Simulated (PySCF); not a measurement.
C3H4O2Si, SMILES C#C[SiH2]C(=O)O.

Geometry: PBE0-D3(BJ)/def2-SVP. The structure was generated by enumeration, and PubChem lists no compound with its InChIKey, so it may never have been made. Other conformers were not sampled.

Two levels are set side by side: PBE/def2-TZVP (PySCF) and HF/def2-TZVP (PySCF). Same geometry, gas phase. Differences are taken from unrounded values.

```
quantity                         HF
---------------------------  ------
orbital gap (eV)              13.88
highest occupied level (eV)  -11.11
lowest empty level (eV)        2.77
dipole moment (D)              2.48
mean polarisability (bohr³)    59.8
```

Question: What does PBE give, and how far is it from HF? (The exact figures need the calculation; the answer reports its results.)

Answer: 
```tsv
quantity	PBE	PBE minus HF
orbital gap (eV)	4.48	-9.40
highest occupied level (eV)	-6.44	4.67
lowest empty level (eV)	-1.96	-4.73
dipole moment (D)	1.93	-0.55
mean polarisability (bohr³)	68.4	8.6
```

Without exact exchange PBE keeps part of each electron's self-repulsion, which lifts occupied levels and narrows the gap. PBE's more diffuse valence density responds more strongly to a field. Differences between two approximate levels are no errors against the true value.

Rough cost on one machine, each run with all the roots and properties that it gave: HF against PBE about 1/3.
